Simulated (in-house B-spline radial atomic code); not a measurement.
Ionisation energies along the 38-electron series, configuration 1s2 2s2 2p6 3s2 3p6 3d10 4s2 4p6 4d3/2(2), as differences of self-consistent energies. Dirac energy differences include first-order Breit, QED and recoil terms. NIST's values go from ground level to ground level; the uncertainty of those that are theory runs from under 0.1 % in few-electron ions to several per cent in heavy many-electron ones. Computed with a B-spline radial code for spherical atoms: Dirac-Hartree-Fock, jj configuration that fills j = l - 1/2 first, finite nuclei.

A number in brackets counts the electrons of a j subshell.

| ion | configuration after | ionisation energy (eV) | IE/(q+1)² (eV) | -ε less Coulomb ΔSCF (eV) | Breit and QED recoil part (eV) | tabulated value (eV) | tabulated kind | computed minus tabulated (eV) |
| --- | --- | --- | --- | --- | --- | --- | --- | --- |
| Ag9+ | [Kr] 4d3/2(1) | 165.9 | 1.6595 | 0.70137 | -0.015721 | 167 | tabulated theory | -1.1 |
| Cd10+ | [Kr] 4d3/2(1) | 194.3 | 1.606 | 0.7155 | -0.024214 | 195 | tabulated theory | -0.7 |
| In11+ | [Kr] 4d3/2(1) | 224.5 | 1.5593 | 0.72861 | -0.03409 | 226 | tabulated theory | -1.5 |
| Sn12+ | [Kr] 4d3/2(1) | 256.6 | 1.5183 | 0.74086 | -0.045396 | 258 | tabulated theory | -1.4 |
| Sb13+ | [Kr] 4d3/2(1) | ? | ? | ? | ? | ? | tabulated theory | ? |
| Te14+ | [Kr] 4d3/2(1) | ? | ? | ? | ? | ? | tabulated theory | ? |
| I15+ | [Kr] 4d3/2(1) | 363.6 | 1.4204 | 0.77358 | -0.088554 | 365 | tabulated theory | -1.4 |
| Xe16+ | [Kr] 4d3/2(1) | ? | ? | ? | ? | ? | tabulated theory | ? |
| Cs17+ | [Kr] 4d3/2(1) | 443.9 | 1.3702 | 0.79277 | -0.12565 | 445 | tabulated theory | -1.1 |
| Ba18+ | [Kr] 4d3/2(1) | 486.8 | 1.3485 | 0.80173 | -0.14688 | 488 | tabulated theory | -1.2 |
| La19+ | [Kr] 4d3/2(1) | 531.4 | 1.3286 | 0.81033 | -0.17002 | 533 | tabulated theory | -1.6 |

Q: Fill in the row of Sb13+.

A: ionisation energy (eV): 290.5; IE/(q+1)² (eV): 1.482; -ε less Coulomb ΔSCF (eV): 0.75238; Breit and QED recoil part (eV): -0.058205; tabulated value (eV): 292; computed minus tabulated (eV): -1.5.

Q: Fill in the row of Te14+.

A: ionisation energy (eV): 326.1; IE/(q+1)² (eV): 1.4495; -ε less Coulomb ΔSCF (eV): 0.76326; Breit and QED recoil part (eV): -0.072557; tabulated value (eV): 328; computed minus tabulated (eV): -1.9.

Q: Fill in the row of Xe16+.

A: ionisation energy (eV): 402.9; IE/(q+1)² (eV): 1.3941; -ε less Coulomb ΔSCF (eV): 0.7834; Breit and QED recoil part (eV): -0.10622; tabulated value (eV): 404; computed minus tabulated (eV): -1.1.
